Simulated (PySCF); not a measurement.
Compound: C8H8P2.
Atom-mapped SMILES: `[CH:1]#[C:2][c:3]1[p:4][cH:5][c:6]([CH3:7])[c:8]([CH3:9])[p:10]1`

Geometry (GFN2-xTB, Å), atoms numbered from 1 in this order:
```
atom  x, y, z in Å
C1     4.4178   -1.7560    0.2395
C2     3.3488   -1.2039    0.2257
C3     2.0971   -0.5531    0.2077
P4     2.1004    1.1010    0.7762
C5     0.4398    1.5547    0.6154
C6    -0.6598    0.8414    0.1610
C7    -1.9846    1.5529    0.1579
C8    -0.6207   -0.4783   -0.2875
C9    -1.8906   -1.1361   -0.7546
P10    0.7724   -1.5272   -0.3831
H11    5.3486   -2.2390    0.2544
H12    0.2523    2.5758    0.9330
H13   -2.7027    1.0263    0.7858
H14   -2.3950    1.5961   -0.8505
H15   -1.8818    2.5689    0.5310
H16   -1.6925   -2.1597   -1.0703
H17   -2.3248   -0.5958   -1.5961
H18   -2.6336   -1.1616    0.0428
```

Probes without a nucleus sit at each ring's centroid and 1 Å off its mean plane on both sides; NICS is minus the shielding there, NICSzz its component along the normal. Level: GIAO PBE0/pcSseg-1 (PySCF, non-relativistic, gas phase) on the GFN2-xTB geometry, one conformer.

Ring bond lengths (Å), with Mayer bond orders in brackets: C3–P4 1.749 (1.25), P4–C5 1.729 (1.33), C5–C6 1.387 (1.46), C6–C8 1.394 (1.34), C8–P10 1.746 (1.32), P10–C3 1.747 (1.25).

Task: Give the NICS values of each ring in ppm.

Result: 
```
              ring                                                 type  NICS(0)  NICS(1), two faces  NICS(1)zz, two faces  rms pucker (Å)  centre to ring atoms, mean (Å)
C3–P4–C5–C6–C8–P10  6-membered ring with 2 P; formal bonds all aromatic     -6.5         -9.6 / -9.6         -22.2 / -22.3            0.00                            1.61
```

Task: What do they say, and how far can they be read as aromaticity?

Result: 
- C3–P4–C5–C6–C8–P10: mean NICS(1)zz -22.2 ppm, shielded.

Task: What does the geometric index give? HOMA = 1 − mean of α(R − Ropt)² over the ring bonds, with Krygowski's 1993 parameters (CC: Ropt 1.388 Å, α 257.7 Å⁻²; CP: Ropt 1.698 Å, α 118.91 Å⁻²).

Result: 
- C3–P4–C5–C6–C8–P10: HOMA 0.83; the largest term is that of C3–P4, α(R − Ropt)² = 0.31.

Task: What field does 14.1 T along the ring normal induce along that normal at the first NICS(1) probe listed for ring C3–P4–C5–C6–C8–P10, 1 Å off the ring?

Result: NICSzz × B0 = -22.2 ppm × 14.1 T = -313 μT, against the applied field.
